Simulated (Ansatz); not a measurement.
C2H2OTe. Charge 0, multiplicity 1. Te: def2 effective core potential. The bonds changed during the relaxation, so this is another structure than the one it started from. The geometry is a stationary point of PBE0-D4/def2-TZVP.

```xyz
6

Te   -0.232    1.311   -1.231
C     0.334    0.267    0.327
C    -0.194   -1.038    0.533
O    -1.182   -1.367    1.159
H     0.749    2.624   -0.910
H     0.524   -1.797    0.123
```

Problem. What is the dipole moment at PBE/def2-TZVPP? (Best estimate.)

Solution. Computed: 4.70 D, with components (1.03, 2.57, -3.80) D in this frame, pointing from negative to positive charge.

Problem. And with r2SCAN, B3LYP, ωB97M-V? (Best estimate.)

Solution. Computed: r2SCAN 4.71 D, B3LYP 4.78 D, ωB97M-V 4.69 D.

Problem. Give the Mulliken charges with PBE, ωB97M-V, B3LYP in def2-TZVPP. (Estimate.)

Solution. Ansatz gave: 
```json
{"atom": "Te1", "PBE": "0.39", "ωB97M-V": "0.37", "B3LYP": "0.41"}
{"atom": "C2", "PBE": "-0.21", "ωB97M-V": "-0.23", "B3LYP": "-0.24"}
{"atom": "C3", "PBE": "0.08", "ωB97M-V": "0.12", "B3LYP": "0.12"}
{"atom": "O4", "PBE": "-0.28", "ωB97M-V": "-0.34", "B3LYP": "-0.32"}
{"atom": "H5", "PBE": "-0.01", "ωB97M-V": "0.01", "B3LYP": "-0.02"}
{"atom": "H6", "PBE": "0.04", "ωB97M-V": "0.07", "B3LYP": "0.05"}
```

B3LYP here is the variant with VWN-RPA as its local correlation; programs differ in this.
